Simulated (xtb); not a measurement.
In(F)2(SH) (F₂HInS), SMILES [In]([F])([SH])[F]. All values are semi-empirical tight-binding results from xtb (GFN2-xTB unless named), good for trends rather than for accurate numbers. Geometry: GFN2-xTB. One conformer was computed; it need not be the lowest.

For metal compounds this method's bond lengths and energies can be far off.

Computed properties:
| Item | Result |
|---|---|
| point group as xtb finds it | Cs |
| orbital gap | 1.82 eV |
| zero-point energy | 6.4 kcal/mol |
| G − E(el) at 298.15 K (modified RRHO) | -14.5 kcal/mol |
